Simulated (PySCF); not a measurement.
Delta-SCF ions had no search for a lower state. Excitations are Tamm–Dancoff values on a coarser integration grid. The basis has no diffuse functions, so Rydberg states are missing or too high.

# C4H10IIn, SMILES `C[CH2][In]([I])[CH2]C` (C–C–In–I torsion 0°, I–In–C–C torsion 178°) (charge 0, multiplicity 1)

The numbers are results of CAM-B3LYP-D3(BJ)/def2-TZVP // CAM-B3LYP-D3(BJ)/def2-SVP (PySCF 2.14.0), not measurements.

The HOMO is -8.02 eV and the dipole moment is 3.79 D. The HOMO–LUMO gap is 7.45 eV and the LUMO comes out as -0.56 eV. The S1 excitation (TDA) is 4.36 eV, the S1 oscillator strength comes out as 0.000 and the T1 excitation (TDA) comes out as 4.19 eV. The S1–T1 gap (TDA) is 0.17 eV. The vertical ionisation energy (Delta-SCF) comes out as 8.72 eV and the total energy comes out as -646.2899 Ha. The cost comes out as around 6 core-minutes (rough).

```xyz
16

C      3.0073    -0.3457    -0.0060
C      1.5678    -0.7708     0.2594
In     0.0608     0.7004    -0.2470
I      1.1395     2.9817    -1.2706
C     -2.0972     0.8124    -0.1420
C     -2.8085    -0.4363     0.3716
H      3.7172    -1.1418     0.2730
H      3.1771    -0.1094    -1.0669
H      3.2815     0.5549     0.5631
H      1.4112    -1.0191     1.3218
H      1.3080    -1.6828    -0.3025
H     -2.3198     1.6894     0.4861
H     -2.4327     1.0796    -1.1563
H     -2.4967    -0.7012     1.3940
H     -3.9018    -0.2961     0.3966
H     -2.6136    -1.3154    -0.2623
```
